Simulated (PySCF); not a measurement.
# Spin-rotation constants: [closo-1-(NH3)B7H6]-, charge -1

Geometry (Å), atoms numbered from 1 in this order:
```xyz
17

B    -0.364   -1.372    0.568
B    -0.529    0.024    1.434
B    -0.288    0.145   -0.287
B     1.439    0.378   -0.336
B     0.586    1.105    0.875
B     1.149   -0.586    1.165
B     0.852   -1.153   -0.525
H    -1.064   -2.362    0.672
H    -1.371    0.241    2.286
N    -1.503    0.769   -1.526
H    -1.361    0.221   -2.361
H    -1.286    1.745   -1.666
H    -2.421    0.634   -1.128
H     2.300    0.902   -1.017
H     0.708    2.259    1.242
H     1.950   -0.994    1.974
H     1.203   -1.954   -1.371
```

Total charge -1.

Method used: GIAO BP86/def2-SVP magnetisability, rotational g tensor and spin-rotation constants, non-relativistic, gas phase (PySCF 2.14.0). Geometry: GFN2-xTB.

For an ion the centre-of-mass motion in the field is neglected.

Task: Give the nuclear spin-rotation constants along the inertial axes (H = +C I·J) beside the isotropic shieldings.

Result: Rotational constants 3.4643, 2.2081, 2.2081 GHz.
```csv
atom,isotope,Caa (kHz),Cbb (kHz),Ccc (kHz),mean (kHz),σ (ppm)
B1,11B,0.195,0.525,0.525,0.415,115.9
B2,11B,0.196,0.530,0.530,0.418,115.1
B3,11B,0.240,0.435,0.435,0.370,126.2
B4,11B,0.194,0.525,0.525,0.415,115.9
B5,11B,0.195,0.531,0.531,0.419,115.0
B6,11B,0.265,0.234,0.234,0.244,156.8
B7,11B,0.195,0.534,0.534,0.421,114.5
H8,1H,-0.243,0.003,0.003,-0.079,27.5
H9,1H,-0.242,0.004,0.004,-0.078,27.4
N10,14N,0.133,0.099,0.099,0.110,229.2
H11,1H,-0.441,-0.082,-0.082,-0.201,30.2
H12,1H,-0.440,-0.081,-0.081,-0.201,30.2
H13,1H,-0.437,-0.083,-0.083,-0.201,30.3
H14,1H,-0.243,0.003,0.003,-0.079,27.5
H15,1H,-0.242,0.004,0.004,-0.078,27.4
H16,1H,-0.005,-0.177,-0.177,-0.120,32.7
H17,1H,-0.242,0.004,0.004,-0.078,27.4
```
Where two moments of inertia are equal or nearly so, the constants along those axes are given as their average.
For the geometry as given, no vibrational averaging.
